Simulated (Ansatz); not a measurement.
Reaction (cleavage of the Al–Sn bond): `[OH][Al]([SiH3])[SnH3]` + CH₃OH → `C[O][Al]([OH])[SiH3]` + `[SnH4]`

Computed with Ansatz on PBE0-D4/def2-TZVP structures; ΔE is electronic, products minus reactants. CCSD(T)/CBS is the MP2 limit (def2-TZVPP, def2-QZVPP) plus CCSD(T) − MP2 in def2-TZVPP, frozen cores. This one scheme is used for every species. def2 core potentials past Kr. For Sn outer-core shells are correlated without core-valence functions, which leaves a few kJ/mol of doubt a bond. One conformer a species, not always the lowest.

| species | SCS-MP2/def2-QZVPP energy (Eh) |
| --- | --- |
| `[OH][Al]([SiH3])[SnH3]` | -824.24663 |
| CH₃OH | -115.56242 |
| `C[O][Al]([OH])[SiH3]` | -723.68290 |
| `[SnH4]` | -216.16383 |

(1) Work out ΔE.

Largest T1 diagnostic among the species: 0.014.

Results:

(1) ΔE = (-723.68290) + (-216.16383) − (-824.24663) − (-115.56242) = -0.03768 Eh = -98.9 kJ/mol. CCSD(T)/CBS gives -89.3 kJ/mol.

In def2-TZVPP, CCSD(T) changes the Hartree–Fock value by +11.5 kJ/mol (the triples alone add +1.5 kJ/mol) and MP2 by +9.5 kJ/mol. From PBE to PBE0 (25 % exact exchange), in def2-TZVPP and without D4, ΔE moves by −3.6 kJ/mol.
